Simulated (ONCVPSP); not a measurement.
## cerium, ONCV: configuration errors across variants

| Quantity | Value |
| --- | --- |
| Element | Ce (Z = 58) |
| Generator | ONCVPSP 4.0.1 |
| Type | optimised norm-conserving Vanderbilt (ONCV) |
| Functional | Wu-Cohen |
| Relativity | fully relativistic |
| Frozen core | [Kr] 4d10 |
| Valence charge | 12 |
| Reference configuration | 4f1 5s2 5p6 5d1 6s1.5 6p0.5 |
| Partial waves | 5s+6s: rc 2.00 bohr, ncon 4, nbas 7, qcut 4.6 1/bohr, 2 projectors; 5p+6p: rc 2.65 bohr, ncon 4, nbas 9, qcut 4.1 1/bohr, 2 projectors; 5d: rc 3.15 bohr, ncon 4, nbas 8, qcut 4.3 1/bohr, 2 projectors, debl 1 Ha; 4f: rc 1.30 bohr, ncon 3, nbas 8, qcut 15.6 1/bohr, 2 projectors, debl 1.9 Ha |
| Local potential | polynomial inside 1.10 bohr (lpopt 5, dvloc0 0 Ha) |
| Core correction | polynomial model core, fcfact 0.25 |

Open shells are filled in proportion to 2j + 1.

All-electron excitation energies from the reference (eV): (1) 4f1 5s2 5p6 5d1 6s2 6p0 -1.236; (2) 4f1 5s2 5p6 5d1 6s1 6p0 4.866; (3) 4f1 5s2 5p6 5d1 6s0 6p0 15.842; (4) 4f1 5s2 5p6 5d1 6s1 6p1 1.255.

A true bound ghost makes a file unfit for plane-wave use even where its test errors are small: the radial tests pick states by their node count and pass the ghost by.

Errors AE − PS in meV (a dash: test not solved or not reliable):

```tsv
change	(1)	(2)	(3)	(4)	bound ghosts	GHOST(+) flags above zero
base	-0.1	-0.1	-0.9	0.0	s	p3/2, p1/2
d: rc 2.24	-0.1	-0.1	-0.9	0.0	s	p3/2, d5/2, p1/2
d: rc 2.64	-0.1	-0.1	-0.9	0.0	s	p3/2, p1/2
d: rc 3.02	-0.1	-0.1	-0.9	0.0	s	p3/2, p1/2
d: rc 3.42	-0.1	-0.1	-0.9	0.0	s	p3/2, d5/2, p1/2, d3/2
d: rc 4.14	-0.1	+0.2	-2.3	0.0	s	p3/2, d5/2, p1/2, d3/2
d: rc 4.52	-0.1	+0.4	-4.2	-0.1	s	p3/2, d5/2, p1/2, d3/2
```

Q: Give the same row for: d: rc 3.72.

A: -0.1, 0.0, -1.2, 0.0; bound ghosts: s, d5/2, d3/2; GHOST(+) flags above zero: p3/2, p1/2.
